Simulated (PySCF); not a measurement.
Bonding in `[SiH3][SiH2]NC1CC1`

C₃H₁₁NSi₂.
Numbering: `[SiH3:1][SiH2:2][NH:3][CH:4]1[CH2:5][CH2:6]1` (hydrogens: H7, H8, H9 on Si1; H10, H11 on Si2; H12 on N3; H13 on C4; H14, H15 on C5; H16, H17 on C6)

Structure used (PBE0-D3(BJ)/def2-SVP), in Å, numbered top down from 1:
```
atom  x, y, z in Å
Si1    3.4616    0.3040   -0.2160
Si2    1.5364    0.1508    1.1136
N3     0.2140    0.7916    0.1781
C4    -1.1401    0.7623    0.6321
C5    -2.2192    0.4104   -0.3496
C6    -1.8298   -0.5682    0.7177
H7     3.3185   -0.5328   -1.4480
H8     3.6834    1.7235   -0.6406
H9     4.6689   -0.1534    0.5397
H10    1.7847    0.8523    2.4216
H11    1.2487   -1.2784    1.4489
H12    0.4143    1.5742   -0.4369
H13   -1.4207    1.4914    1.4076
H14   -3.1811    0.9234   -0.2695
H15   -1.8951    0.1919   -1.3703
H16   -1.2488   -1.4412    0.4099
H17   -2.5159   -0.7432    1.5500
```

Bond orders from the PBE0/pcSseg-1 density (PySCF). One conformer (not necessarily the lowest) at the PBE0-D3(BJ)/def2-SVP geometry, without solvent, vibrations or thermal averaging.

Question: How far do the computed orders between heavy atoms stray from the drawn ones?

Answer: The largest departure is 0.078, at Si1–Si2 (drawn single, 0.922).

Question: Give the Mayer order of every bond, beside its length.

Answer: 
```json
{"bond": "Si1–Si2", "drawn as": "single", "length (Å)": "2.345", "Mayer order": "0.922"}
{"bond": "Si2–N3", "drawn as": "single", "length (Å)": "1.742", "Mayer order": "0.977"}
{"bond": "N3–C4", "drawn as": "single", "length (Å)": "1.428", "Mayer order": "0.962"}
{"bond": "C4–C5", "drawn as": "single", "length (Å)": "1.501", "Mayer order": "0.960"}
{"bond": "C5–C6", "drawn as": "single", "length (Å)": "1.499", "Mayer order": "0.976"}
{"bond": "C6–C4", "drawn as": "single", "length (Å)": "1.501", "Mayer order": "0.958"}
{"bond": "Si1–H7", "drawn as": "single", "length (Å)": "1.496", "Mayer order": "0.926"}
{"bond": "Si1–H8", "drawn as": "single", "length (Å)": "1.498", "Mayer order": "0.925"}
{"bond": "Si1–H9", "drawn as": "single", "length (Å)": "1.496", "Mayer order": "0.930"}
{"bond": "Si2–H10", "drawn as": "single", "length (Å)": "1.505", "Mayer order": "0.873"}
{"bond": "Si2–H11", "drawn as": "single", "length (Å)": "1.496", "Mayer order": "0.917"}
{"bond": "N3–H12", "drawn as": "single", "length (Å)": "1.015", "Mayer order": "0.924"}
{"bond": "C4–H13", "drawn as": "single", "length (Å)": "1.101", "Mayer order": "0.944"}
{"bond": "C5–H14", "drawn as": "single", "length (Å)": "1.093", "Mayer order": "0.953"}
{"bond": "C5–H15", "drawn as": "single", "length (Å)": "1.093", "Mayer order": "0.952"}
{"bond": "C6–H16", "drawn as": "single", "length (Å)": "1.093", "Mayer order": "0.948"}
{"bond": "C6–H17", "drawn as": "single", "length (Å)": "1.093", "Mayer order": "0.956"}
```

Question: Sum the orders of all bonds at each heavy atom with more than one neighbour and set the sums beside the valence in the SMILES.

Answer: Si1 3.703 (drawn 4), Si2 3.689 (drawn 4), N3 2.863 (drawn 3), C4 3.824 (drawn 4), C5 3.841 (drawn 4), C6 3.838 (drawn 4). Orders between atoms that aren't bonded are not in these sums.

The Mayer order sums products of elements of PS (density times overlap matrix) between the two atoms' basis functions, so it depends on the basis set.
